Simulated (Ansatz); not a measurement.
Ansatz (a program for electronic structure) input (CCSD(T)/6-31G*):

Ansatz 0.2 input:
```yaml
crystal:
  periodic: [false, false, false]
  atoms:
    - {symbol: Al, position_ang: [0.94667955, -0.76101711, -0.72915767]}
    - {symbol: O, position_ang: [2.13011332, 0.02149226, -1.54771007]}
    - {symbol: Br, position_ang: [-0.83850687, 0.27775098, 0.62459230]}
basis:
  gaussian:
    orbitals: 6-31G*
total_charge: -1
magnetization: {spin_polarized: true, initial_magnetization: 1}
correlation: {method: ccsd_t, electrons: outside_noble_gas}
```

End of the output:

```
second order -9.90590160 eV of doubles, -0.00000000 eV of singles
coupled cluster: 0.18 GiB planned
cycle   1  -10.11970671 eV  change   -1.4e-3 eV  update   3.2e-3
cycle   2  -10.11992215 eV  change   -2.2e-4 eV  update   2.5e-3
cycle   3  -10.11968554 eV  change    2.4e-4 eV  update   1.8e-3
cycle   4  -10.12158702 eV  change   -1.9e-3 eV  update   6.3e-4
cycle   5  -10.12172351 eV  change   -1.4e-4 eV  update   3.7e-4
cycle   6  -10.12153882 eV  change    1.8e-4 eV  update   1.9e-4
cycle   7  -10.12132919 eV  change    2.1e-4 eV  update   1.2e-4
cycle   8  -10.12133126 eV  change   -2.1e-6 eV  update   4.7e-5
cycle   9  -10.12128661 eV  change    4.5e-5 eV  update   3.0e-5
cycle  10  -10.12131605 eV  change   -2.9e-5 eV  update   1.3e-5
cycle  11  -10.12132237 eV  change   -6.3e-6 eV  update   5.7e-6
perturbative correction -0.35383877 eV, -0.0130033348 hartree
Total energy: -78622.90523438 eV, -2889.3384748442 hartree
```
